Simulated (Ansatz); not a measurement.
`N[SiH2]N[SiH](N)O` + HCl → `N[SiH2]N[SiH](N)Cl` + H₂O  (ligand exchange at the Si–O bond)

Computed with Ansatz on PBE0-D4/def2-TZVP structures; ΔE is electronic, products minus reactants. CCSD(T)/CBS is the MP2 limit (def2-TZVPP, def2-QZVPP) plus CCSD(T) − MP2 in def2-TZVPP, frozen cores. This one scheme is used for every species. DFT in def2-TZVPP. B3LYP here is the variant with VWN-RPA as its local correlation; programs differ in this. One conformer a species, not always the lowest.

| level | ΔE (kJ/mol) |
| --- | --- |
| B3LYP-D4 | 4.4 |
| B2PLYP | 7.8 |
| PBE | 2.5 |
| r2SCAN | 5.3 |
| MP2/def2-TZVPP | 4.0 |
| SCS-MP2/def2-TZVPP | 6.6 |
| CCSD(T)/def2-TZVPP | 8.8 |
| CCSD/CBS(def2) | 2.4 |

Question: What does CCSD(T)/CBS give? (Best estimate.)

Answer: Computed: +2.3 kJ/mol. The listed levels differ from it by 2.1, 5.5, 0.2, 3.0, 1.7, 4.3, 6.5, 0.1 kJ/mol.

Largest T1 diagnostic among the species: 0.011.

The D4 term adds −4.0 kJ/mol with B3LYP and −2.3 kJ/mol with PBE0; it sums over pairs of atoms, weighted by their polarisabilities, and B3LYP, whose exchange is more repulsive, gets the larger term.
